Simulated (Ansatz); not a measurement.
Relaxation of BrCl2H3O2Ti (9 atoms, charge 0, multiplicity 1), to a largest force component of 0.03 eV/Å in at most 50 steps.

Level of theory: RKS PBE/def2-SVP (Ansatz).

```xyz
9
Properties=species:S:1:pos:R:3
Ti 0.224 0.516 -0.411
Cl -0.526 -0.226 3.025
Cl 1.813 -0.165 -1.784
O -0.985 1.397 -1.366
H -1.866 1.080 -1.639
O -0.545 -0.956 0.168
H -0.669 -1.234 1.108
Br 1.362 2.197 1.083
H 0.732 0.216 2.875
```

Task: Where does it end, and by what steps?

Result: The run converged. After 18 steps the energy has fallen by 0.407 eV; Cl2 moved furthest, 0.85 Å.

| step | energy less start (eV) | largest force component (eV/Å) | accepted |
| --- | --- | --- | --- |
| 0 | 0.0000 | 0.859 | yes |
| 1 | -0.2001 | 0.885 | yes |
| 2 | -0.2925 | 1.121 | yes |
| 3 | -0.3494 | 0.636 | yes |
| 4 | -0.3438 | 0.998 | no |
| 5 | -0.3883 | 0.168 | yes |
| 6 | -0.3988 | 0.051 | yes |
| 7 | -0.3997 | 0.081 | yes |
| 8 | -0.4002 | 0.098 | yes |
| 9 | -0.4007 | 0.060 | yes |
| 10 | -0.4012 | 0.038 | yes |
| 11 | -0.4026 | 0.139 | yes |
| 12 | -0.4031 | 0.174 | yes |
| 13 | -0.4041 | 0.146 | yes |
| 14 | -0.4048 | 0.119 | yes |
| 15 | -0.4057 | 0.104 | yes |
| 16 | -0.4060 | 0.100 | yes |
| 17 | -0.4066 | 0.065 | yes |
| 18 | -0.4070 | 0.019 | yes |

```xyz
9
Properties=species:S:1:pos:R:3
Ti 0.188 0.544 -0.571
Cl 0.055 -0.758 3.331
Cl 1.891 -0.362 -1.648
O -0.892 1.381 -1.702
H -1.855 1.289 -1.826
O -0.704 -0.669 0.318
H -0.633 -1.018 1.244
Br 0.988 2.060 1.132
H 0.504 0.359 2.782
```

Whether the end is a true minimum wasn't checked by a vibrational analysis.

The run took 46 s on 4 threads of Arm Neoverse V2, on a shared host, peak memory 0.24 GiB.
